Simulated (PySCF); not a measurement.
Coordinates in bohr (charge 0 multiplicity 1):
```
Br    0.0000    0.0000   -0.5226
F     0.0000    0.0000    2.7719
F     3.4548    0.0000   -0.3005
F    -3.4548    0.0000   -0.3005
```

Computed with PySCF, B3LYP, basis Br def2-TZVP, F def2-TZVP (no relativity, density fitting).

This geometry of BrF₃ is a stationary point at this level.

(1) What is the point group?

(2) Is it a minimum?

(3) What are the dipole moment and the gap between the highest occupied and lowest empty levels?

(4) Give the ideal-gas entropy at 298.15 K and 1 bar by parts.

Answers

(1) C2v.

(2) Yes: all harmonic wavenumbers are real.

(3) 1.39 D and 4.78 eV.

(4) translation 170.1, rotation 100.4, vibration 26.1, spin 0.0; total 296.7 J/(mol K).
